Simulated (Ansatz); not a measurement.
Basis-set extrapolation for C₂H₉BN₂ (`BNCCN`) (PBE0-D4/def2-TZVP geometry, frozen core, the Gaussian-basis code of Ansatz). Multiplicity 1, RHF reference.

```tsv
	def2-TZVPP	def2-QZVPP
HF	-214.667892	-214.678454
MP2 correlation	-0.881923	-0.940524
CCSD(T) correlation	-0.965271	not run
```

Energies in hartree. Use E(X) = E(∞) + A·exp(−7.88·√X) for Hartree–Fock and E(X) = E(∞) + B·X^(−2.97) for correlation, with X = 3 and 4, and add CCSD(T) minus MP2 of the smaller set to the MP2 limit.

What is the CCSD(T) energy at the basis-set limit?

HF limit: -214.678454 + (-0.010562) × 0.13774 = -214.67991. MP2 limit: -0.940524 + (-0.058601) × 0.74074 = -0.98393. Higher-order term: -0.965271 − (-0.881923) = -0.08335. Total: -215.74719 hartree, 299.4 kJ/mol below CCSD(T)/def2-TZVPP.
